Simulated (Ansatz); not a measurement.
Calculation: Ansatz (a quantum-chemistry and plane-wave program) with frozen-core CCSD(T)/cc-pVTZ // PBE0-D3(BJ)/def2-TZVP.

Ansatz 0.2 input:
```yaml
crystal:
  periodic: [false, false, false]
  atoms:
    - { symbol: S, position_ang: [2.629042, -0.230978, 0.047713] }
    - { symbol: C, position_ang: [1.00097, 0.371413, 0.13681] }
    - { symbol: C, position_ang: [0.035993, 0.251341, -0.775258] }
    - { symbol: S, position_ang: [-1.486796, 1.084597, -0.562678] }
    - { symbol: S, position_ang: [-2.871512, -0.416064, -0.754014] }
    - { symbol: H, position_ang: [2.536131, -0.780799, -1.174471] }
    - { symbol: H, position_ang: [0.812266, 0.911966, 1.059514] }
    - { symbol: H, position_ang: [0.174522, -0.29682, -1.701949] }
    - { symbol: H, position_ang: [-2.824117, -0.89916, 0.503413] }
basis:
  gaussian: { orbitals: cc-pVTZ }
correlation:
  method: ccsd_t
```

Output:

```
Functional definition: HF
1250 factors; integrals over basis functions are off by at most 1.1e-3 eV
mean field evaluation 1: about -34574.9389 eV, gradient 2.5e1 eV
mean field evaluation 2: about -34575.3633 eV, gradient 2.5e1 eV
mean field evaluation 4: about -34577.6766 eV, gradient 4.2e0 eV
mean field evaluation 8: about -34577.7533 eV, gradient 2.8e-1 eV
mean field evaluation 16: about -34577.7539 eV, gradient 2.8e-6 eV
mean field -34577.75391131 eV, -1270.7090185974 hartree, gradient 2.8e-6 eV, S^2 0.000000; 0 other end points of the search recorded, 0 dependent functions left out
17 core orbitals not correlated
reference -34577.75391131 eV, -1270.7090185974 hartree; 15, 15 occupied and 186, 186 virtual orbitals, 1250 factors
second order -23.05565022 eV of doubles, -0.00000000 eV of singles
cycle   1  -23.79403112 eV  change   -7.4e-1 eV  update   1.1e-1
cycle   2  -24.44022884 eV  change   -6.5e-1 eV  update   3.5e-2
cycle   3  -24.57438773 eV  change   -1.3e-1 eV  update   1.8e-2
cycle   4  -24.56663410 eV  change    7.8e-3 eV  update   4.5e-3
cycle   5  -24.56601594 eV  change    6.2e-4 eV  update   2.2e-3
cycle   6  -24.56611422 eV  change   -9.8e-5 eV  update   6.6e-4
cycle   7  -24.56586895 eV  change    2.5e-4 eV  update   3.0e-4
cycle   8  -24.56584413 eV  change    2.5e-5 eV  update   1.1e-4
cycle   9  -24.56586372 eV  change   -2.0e-5 eV  update   4.5e-5
cycle  10  -24.56584171 eV  change    2.2e-5 eV  update   1.7e-5
perturbative correction -1.24978738 eV, -0.0459288389 hartree
Total energy: -34603.56954040 eV, -1271.6577254677 hartree
```

Cost: very roughly 5 core-minutes.
